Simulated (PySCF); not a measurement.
# RbCd: one state, many levels of theory

State: ²Σ⁺ (doublet), unpaired electrons σ ↑. Set-up: PySCF, scalar-relativistic core potentials, basis sets Rb def2-SVP with ECP28, Cd def2-SVP with ECP28. De refers to Rb + Cd in their ground configurations, without counterpoise correction. The functionals are run spin-unrestricted. A positive dipole means Rb(−)Cd(+). Levels whose curve was spin-contaminated or gave no clean fit are not listed.

```json
{"Level": "PBE", "Re (Å)": "4.099", "ωe (cm⁻¹)": "35.1", "De (eV)": "0.101", "μ (D)": "-1.05"}
{"Level": "PBEsol", "Re (Å)": "3.976", "ωe (cm⁻¹)": "39.3", "De (eV)": "0.127", "μ (D)": "-1.15"}
{"Level": "TPSS", "Re (Å)": "4.138", "ωe (cm⁻¹)": "33.2", "De (eV)": "0.089", "μ (D)": "-1.01"}
{"Level": "r²SCAN", "Re (Å)": "4.077", "ωe (cm⁻¹)": "35.6", "De (eV)": "0.099", "μ (D)": "-1.27"}
{"Level": "PBE0", "Re (Å)": "4.178", "ωe (cm⁻¹)": "31.3", "De (eV)": "0.076", "μ (D)": "-0.86"}
{"Level": "B97-3", "Re (Å)": "4.232", "ωe (cm⁻¹)": "32.6", "De (eV)": "0.054", "μ (D)": "-0.62"}
```

What does a quarter of exact exchange do here, going from PBE to PBE0?

PBE0 less PBE: +7.9 pm in Re, -10.8 % in ωe, -0.03 eV in De. Exact exchange removes part of the self-interaction that spreads semilocal densities, and in most molecules shortens and stiffens the bond and lowers De; here Re and ωe go the other way.

The bond is weak. Basis-set superposition, not corrected here, can be much of De in a small basis, most of all at correlated wavefunction levels. Functionals without a dispersion term scatter widely for such bonds, and LDA overbinds them. Spin–orbit coupling is left out. The state is the lowest determinant that a PBE0 search found; another state may lie lower at other levels.
